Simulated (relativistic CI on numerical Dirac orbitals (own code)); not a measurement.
# What each ingredient does to the levels of Mo III

Base calculation: Dirac-Coulomb-Breit CI, separate exchange-only KLI orbitals for each configuration, model QED (radiative potential, 1s self-energy scaled to tabulated hydrogen-like ionisation energies), valence Slater integrals scaled by 0.85, P86 correlation energy added to each configuration.

CI space (outside the closed core [Kr]): 4d⁴, 4d³5s, 4d³5p, 4d²5s², 4d³4f, 4d²5s5p, 4d³5d, 4d³6s, 4d³6p, 4d²4f², 4d³7s, 4d³6d, 4d³7p, 4d³5f, 4d³5g, 4d²5p², 4d³7d, 4d³6f, 4d²5s6s, 4d²4f5s, 4d²5p6s. Levels of other configurations are missing.

Variants: (1) valence Slater integrals scaled by 0.75; (2) Slater integrals left unscaled; (3) configuration mixing switched off. Shifts of the energy above 4d⁴ ⁵D0, in cm⁻¹, for the lowest level and the first level of each name with at least 55 % of one term (blank where a level changes its place among those of its configuration and J or its character, or is not in the variant):

```tsv
Level	Base	Δ(1)	Δ(2)	Δ(3)	Measured
4d⁴ ⁵D0	0.0	0.0	0.0	0.0	0.0
4d⁴ ⁵D1	207.2	+6.3	-6.2	-1.8	242.0
4d⁴ ⁵D2	582.9	+10.8	-10.3	-1.5	668.2
4d⁴ ⁵D3	1085.3	+8.3	-6.4	+3.6	1224.0
4d⁴ ⁵D4	1683.2	-2.7	+7.7	+14.1	1872.3
4d⁴ ³P0	12046.5	-1346.1	+1977.4	+1386.0	11149.2
4d⁴ ³P1	13140.9	-1331.5	+1959.6	+1432.2	12510.3
4d⁴ ³H4	13252.4	-1504.7	+2253.6	-98.1	12679.6
4d⁴ ³H5	13746.2	-1487.9	+2236.3	-118.9	13275.5
4d⁴ ³H6	14213.6	-1490.3	+2240.1	-134.5	13811.2
4d⁴ ³F2	14639.6	-1528.2		+748.9	13928.7
4d⁴ ³F3	14699.4	-1566.2	+2309.1	+598.3	13948.2
4d⁴ ³P2	14852.9	-1356.0		+1453.8	14357.6
4d⁴ ³F4	14978.8	-1549.1	+2299.8	+567.5	14296.1
```

For a near-neutral ion this model can misplace configurations by up to about 10,000 cm⁻¹ (more where the count of f electrons changes) and terms by 10 to 25 % of their spread. Rates follow the energies as ν³ (E1, M1) or ν⁵ (E2), so they and the lifetimes can be off by large factors. The fine structure of a lone outer electron comes out too small, for d and f at times inverted, and misplaced configurations move strength between like terms. 61 of the 67 excited levels that our extract of the measured tables holds in this range could be paired (the sources list more); they are missed by 2251 cm⁻¹ on average and 4413 at most, and levels without a partner can miss by more.

Measured levels: Sugar and Musgrove, J. Phys. Chem. Ref. Data 17, 155 (1988).

Ionisation energy from the two ground configurations alone: base 27.08 eV; valence Slater integrals scaled by 0.75 27 eV; Slater integrals left unscaled 27.2 eV. The NIST ASD value (semi-empirical) is 27.13 eV.
